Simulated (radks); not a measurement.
Effect of the nuclear size on the dysprosium ion Dy3+, [Xe] 4f9. Calculated with a radial shooting solver on a logarithmic mesh with Libxc functionals: Dirac Kohn-Sham, relativistic LDA (MacDonald-Vosko exchange, VWN5 correlation), spin-unpolarised, spherical densities, finite nucleus; open shells fill j = l - 1/2 first; Fermi nuclear charge, rms radius 5.2218 fm. The rms radius is varied about that value; shifts are against it.

| rms radius (fm) | total energy shift (eV) | density at nucleus (e/bohr^3) | 1s1/2 shift (meV) | 2s1/2 shift (meV) | 4p1/2 shift (meV) | 5s1/2 shift (meV) | 5p1/2 shift (meV) | 4f7/2 shift (meV) | 6s1/2 (empty) shift (meV) |
|---|---|---|---|---|---|---|---|---|---|
| 4.2923 | -8.45 | 7.703e+05 | -3450 | -453 | 0.378 | -3.86 | 0.152 | 0.524 | -0.718 |
| 5.0129 | -2.00 | 7.385e+05 | -819 | -107 | 0.089 | -0.916 | 0.036 | 0.124 | -0.170 |
| 5.2218 | 0 | 7.304e+05 | 0.000 | 0.000 | 0.000 | 0.000 | 0.000 | 0.000 | 0.000 |
| 5.4881 | 2.64 | 7.206e+05 | 1080 | 142 | -0.117 | 1.21 | -0.047 | -0.164 | 0.224 |
| 6.3027 | 11.3 | 6.939e+05 | 4620 | 606 | -0.501 | 5.17 | -0.202 | -0.701 | 0.961 |

Slopes of the eigenvalues against <r^2> in GHz/fm^2, as finite differences over the two radii next to the reference (eigenvalue slopes, not the field-shift constants of lines): 1s1/2 92000, 2s1/2 12100, 4p1/2 -10.0, 5s1/2 103, 5p1/2 -4.03, 4f7/2 -14.0, 6s1/2 (empty) 19.1.
